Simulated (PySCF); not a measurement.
## Structure from 2D NMR

Compound of formula C₄H₈FNSi₂. Correlations simulated from computed shifts and the bond graph:

HSQC (one-bond C–H):
```tsv
δH	δC
8.92	176.2
8.73	176.2
2.06	15.8
```

COSY cross peaks (H two or three bonds apart, from the bond graph; peaks can be absent where the dihedral angle is near 90°):
```tsv
δH	δH
8.92	8.73
5.67	4.74
5.67	4.69
4.74	4.69
```

HMBC (two and three bonds, from the bond graph):
```tsv
δH	δC
5.67	178.8, 176.2, 155.3, 15.8
4.74	178.8, 155.3
4.69	178.8, 155.3
2.06	178.8, 155.3
```

Carbons without hydrogens: δ 178.8, 155.3.

PySCF 2.14 calculation with shielding tensors at PBE0/pcSseg-1 (GIAO) and GFN2-xTB structure; gas phase, one computed conformer, averaged over atoms made equivalent by symmetry, fast rotation or ring inversion, relativity neglected.

Referencing at the same level of theory: 1H, 13C against TMS.

Exchangeable hydrogens are left out of these lists.

Q: Work out the connectivity.

A: `C=N[Si@H]1[SiH2]C(F)=C1C`.

Numbering as in the mapped SMILES `[CH2:1]=[N:2][Si@H:3]1[SiH2:4][C:5]([F:6])=[C:7]1[CH3:8]` (H(Xn): hydrogen on atom n). Ha(Si4) is cis to N2 on the ring; Ha(C1) is cis to Si3; Hb(Si4) is trans to N2 on the ring; Hb(C1) is trans to Si3.

δC 178.8 is C5, a fully substituted alkene carbon. δC 176.2 is C1, a C=N carbon (δH 8.73, 8.92). δC 155.3 is C7, a fully substituted alkene carbon. δC 15.8 is C8, an allylic methyl carbon (δH 2.06). HMBC from δH 5.67 reaches the proton-free carbons C5, C7. HMBC from δH 4.74 reaches the proton-free carbons C5, C7. HMBC from δH 4.69 reaches the proton-free carbons C5, C7. HMBC from δH 2.06 reaches the proton-free carbons C5, C7. COSY links 8.92–8.73, 5.67–4.74, 5.67–4.69, 4.74–4.69.

The shifts were computed for this structure.

Shifts are as computed. Against solution values, carbons near 30 ppm lie about +3 ppm off and those near 130 ppm about +5 ppm. Of 1309 compounds with measured shifts, 239 miss one by over three times the rms of a fit or turn the order of signals round; such compounds aren't used in these exercises.
